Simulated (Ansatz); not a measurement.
Input for Ansatz (a quantum-chemistry and plane-wave program): U-PBE0/def2-TZVPP on GaSi+, 2S+1 = 3, a spin state set in the input, which need not be the lowest. Charge +1.

Ansatz 0.2 input:
```yaml
crystal:
  periodic: [false, false, false]
  atoms:
    - {symbol: Si, position_ang: [0.00000000, 0.00000000, 0.00000000]}
    - {symbol: Ga, position_ang: [0.00000000, 0.00000000, 2.21300000]}
basis:
  gaussian:
    orbitals: def2-TZVPP
hamiltonian:
  xc: {name: PBE0}
total_charge: 1
magnetization: {spin_polarized: true, initial_magnetization: 2}
relax: {f_tol: 0.002, max_steps: 120}
```

Question: Give the final energy of this run.

Answer: -2213.6188 hartree.

Question: How many basis functions does it have, and what does it roughly cost on one machine?

Answer: 90 functions; about 60 core-seconds (a rough figure).
